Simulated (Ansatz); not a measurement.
Coupled-cluster run, C$_{2}$H$_{6}$OSSi (`SC1CO[SiH2]1`).

```yaml
crystal:
  periodic: [false, false, false]
  atoms:
    - {symbol: S, position_ang: [-1.573488, 1.521130, 0.408822]}
    - {symbol: C, position_ang: [-0.020327, 0.624645, 0.488342]}
    - {symbol: C, position_ang: [-0.047098, -0.871891, 0.895966]}
    - {symbol: O, position_ang: [0.679222, -1.482063, -0.196869]}
    - {symbol: Si, position_ang: [0.811287, -0.060230, -1.052842]}
    - {symbol: H, position_ang: [-2.019101, 1.018107, -0.754823]}
    - {symbol: H, position_ang: [0.637729, 1.214121, 1.127444]}
    - {symbol: H, position_ang: [-1.065521, -1.265048, 0.941457]}
    - {symbol: H, position_ang: [0.466261, -1.079577, 1.838647]}
    - {symbol: H, position_ang: [2.207505, 0.327627, -1.383051]}
    - {symbol: H, position_ang: [-0.011271, -0.003919, -2.292492]}
basis:
  gaussian: {orbitals: def2-TZVPP}
correlation: {method: ccsd_t}
```

```sh
$ ansatz run in.yaml --threads 4 --pin off --events-out ev --progress --plain --max-ram 10444MiB
```

Log, shortened:

```
Functional definition: HF
1528 factors; integrals over basis functions are off by at most 1.0e-3 eV
mean field evaluation 1: about -22871.1097 eV, gradient 3.7e1 eV
mean field evaluation 2: about -22871.4794 eV, gradient 3.8e1 eV
mean field evaluation 4: about -22875.0374 eV, gradient 4.7e0 eV
mean field evaluation 8: about -22875.1183 eV, gradient 3.6e-1 eV
mean field -22875.11891547 eV, -840.6451148311 hartree, gradient 4.3e-6 eV, S^2 0.000000; 0 other end points of the search recorded, 0 dependent functions left out
13 core orbitals not correlated: weight in the atoms' cores, before any rotation towards them, 1.000 or more for the frozen orbitals, at most 0.000 for the correlated occupied ones
reference -22875.11891547 eV, -840.6451148311 hartree; 15, 15 occupied and 233, 233 virtual orbitals, 1528 factors
second order -23.59484997 eV of doubles, -0.00000000 eV of singles
cycle   1  -24.13613827 eV  change   -5.4e-1 eV  update   1.1e-1
cycle   2  -24.76414997 eV  change   -6.3e-1 eV  update   3.2e-2
cycle   3  -24.89495076 eV  change   -1.3e-1 eV  update   1.6e-2
cycle   4  -24.88553826 eV  change    9.4e-3 eV  update   3.6e-3
cycle   5  -24.88426336 eV  change    1.3e-3 eV  update   1.7e-3
cycle   6  -24.88487527 eV  change   -6.1e-4 eV  update   5.3e-4
cycle   7  -24.88464417 eV  change    2.3e-4 eV  update   2.3e-4
cycle   8  -24.88458644 eV  change    5.8e-5 eV  update   7.9e-5
cycle   9  -24.88462111 eV  change   -3.5e-5 eV  update   2.9e-5
cycle  10  -24.88462183 eV  change   -7.2e-7 eV  update   1.2e-5
perturbative correction -1.06322681 eV, -0.0390728644 hartree
Total energy: -22901.06676411 eV, -841.5986806803 hartree
```

Hardware: 4 threads of an INTEL XEON PLATINUM 8581C on a shared host. Wall time 79 s, peak host memory 6.1 GiB.

The correlation energy is -25.948 eV, 4.1 % of it from (T); the T1 diagnostic reads 0.0117.
